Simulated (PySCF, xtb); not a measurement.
SiF2I2, SMILES F[Si](F)(I)I.

Harmonic wavenumbers (cm⁻¹) from xtb with GFN2-xTB at its own minimum, in rising order: 73, 137, 169, 184, 205, 358, 531, 883, 922.

What does PBE-D3(BJ)/def2-SVP (PySCF) give at its own minimum? (Estimate from the structure and the level; the computed values follow.)

80, 155, 191, 205, 215, 353, 469, 851, 940. Paired by order, the mean absolute difference is 22 cm⁻¹ and the zero-point energies are 4.9 and 4.9 kcal/mol.
